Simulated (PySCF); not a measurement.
## Radial density of Mg (magnesium, neutral)

UHF, [Ne] 3s1 3p1, high-spin 3P determinant (an excited configuration). All numbers are calculated (PySCF 2.14, scalar relativity by spin-free X2C-1e, in aug-cc-pCVTZ-DK (8s7p5d3f, 75 functions)).

```json
{"r (bohr)": "0.00188", "4πr²ρ (e/bohr)": "0.05297", "4πr²(ρα − ρβ)": "0.0001"}
{"r (bohr)": "0.00316", "4πr²ρ (e/bohr)": "0.1400", "4πr²(ρα − ρβ)": "0.0002"}
{"r (bohr)": "0.00531", "4πr²ρ (e/bohr)": "0.3655", "4πr²(ρα − ρβ)": "0.0005"}
{"r (bohr)": "0.00893", "4πr²ρ (e/bohr)": "0.9274", "4πr²(ρα − ρβ)": "0.0014"}
{"r (bohr)": "0.0150", "4πr²ρ (e/bohr)": "2.231", "4πr²(ρα − ρβ)": "0.0033"}
{"r (bohr)": "0.0253", "4πr²ρ (e/bohr)": "4.879", "4πr²(ρα − ρβ)": "0.0070"}
{"r (bohr)": "0.0425", "4πr²ρ (e/bohr)": "9.087", "4πr²(ρα − ρβ)": "0.0125"}
{"r (bohr)": "0.0715", "4πr²ρ (e/bohr)": "12.93", "4πr²(ρα − ρβ)": "0.0156"}
{"r (bohr)": "0.120", "4πr²ρ (e/bohr)": "12.11", "4πr²(ρα − ρβ)": "0.0102"}
{"r (bohr)": "0.202", "4πr²ρ (e/bohr)": "7.793", "4πr²(ρα − ρβ)": "0.0149"}
{"r (bohr)": "0.340", "4πr²ρ (e/bohr)": "9.050", "4πr²(ρα − ρβ)": "0.0665"}
{"r (bohr)": "0.572", "4πr²ρ (e/bohr)": "10.84", "4πr²(ρα − ρβ)": "0.0623"}
{"r (bohr)": "0.962", "4πr²ρ (e/bohr)": "4.817", "4πr²(ρα − ρβ)": "-0.0060"}
{"r (bohr)": "1.62", "4πr²ρ (e/bohr)": "0.7944", "4πr²(ρα − ρβ)": "0.2678"}
{"r (bohr)": "2.72", "4πr²ρ (e/bohr)": "0.6182", "4πr²(ρα − ρβ)": "0.6109"}
{"r (bohr)": "4.58", "4πr²ρ (e/bohr)": "0.3177", "4πr²(ρα − ρβ)": "0.3177"}
{"r (bohr)": "7.70", "4πr²ρ (e/bohr)": "0.03082", "4πr²(ρα − ρβ)": "0.0308"}
{"r (bohr)": "13.0", "4πr²ρ (e/bohr)": "0.0001910", "4πr²(ρα − ρβ)": "0.0002"}
```

Densities and radii are taken from the X2C orbitals without a picture-change correction, which distorts them close to the nucleus.

Task: Where is the radial spin density 4πr²(ρα − ρβ) most negative, and why is it negative at all?

Result: Around r = 0.962 bohr, down to -0.0060 e/bohr: exchange with the open shell polarises the paired shells in an unrestricted calculation.
